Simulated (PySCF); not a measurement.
## Towards the basis-set limit for CuO

State: ²Π, doublet, unpaired electrons π ↑. De refers to Cu (3d10 4s1) + O. ROHF-based CCSD(T) in PySCF 2.14 with Cu aug-cc-pVDZ-PP with ECP10, O aug-cc-pVDZ and Cu aug-cc-pVTZ-PP with ECP10, O aug-cc-pVTZ (frozen core orbitals: 5; scalar-relativistic core potentials). Correlation energies are extrapolated as n⁻³ (n = 2, 3), Hartree–Fock as (n+1)·exp(−9√n).

```json
{"Level": "CCSD(T)/DZ", "Re (Å)": "1.7466", "ωe (cm⁻¹)": "595.6", "ωexe (cm⁻¹)": "3.84", "αe (cm⁻¹)": "0.00450", "De (eV)": "2.587"}
{"Level": "CCSD(T)/TZ", "Re (Å)": "1.7311", "ωe (cm⁻¹)": "619.8", "ωexe (cm⁻¹)": "4.07", "αe (cm⁻¹)": "0.00452", "De (eV)": "2.744"}
{"Level": "HF/CBS", "Re (Å)": "1.8442", "ωe (cm⁻¹)": "566.6", "ωexe (cm⁻¹)": "2.99", "αe (cm⁻¹)": "0.00317", "De (eV)": "0.784"}
{"Level": "MP2/CBS", "Re (Å)": "1.7160", "ωe (cm⁻¹)": "648.5", "ωexe (cm⁻¹)": "3.68", "αe (cm⁻¹)": "0.00405", "De (eV)": "2.930"}
{"Level": "CCSD/CBS", "Re (Å)": "1.7511", "ωe (cm⁻¹)": "606.8", "ωexe (cm⁻¹)": "3.33", "αe (cm⁻¹)": "0.00386", "De (eV)": "2.550"}
{"Level": "CCSD(T)/CBS", "Re (Å)": "1.7272", "ωe (cm⁻¹)": "627.6", "ωexe (cm⁻¹)": "4.10", "αe (cm⁻¹)": "0.00448", "De (eV)": "2.809"}
```

Question: How much is left between CCSD(T)/TZ and the basis-set limit, and how much do the triples give at the limit?

Answer: CCSD(T)/CBS less CCSD(T)/TZ: -3.9 mÅ in Re, +7.8 cm⁻¹ in ωe and +0.065 eV in De. CCSD(T)/CBS less CCSD/CBS: -23.9 mÅ in Re, +20.8 cm⁻¹ in ωe and +0.259 eV in De.

The T1 diagnostic is 0.056, large enough to doubt a single reference. The state was picked by a PBE0 search and need not be the measured ground state. Spin–orbit coupling, excitations beyond (T) and corrections to the Born–Oppenheimer picture are left out.

The whole job (state search and all basis sets along the bond) took about 16 min on 4 threads of AMD EPYC 9R45 96-Core (shared host), peak memory 14 GiB.
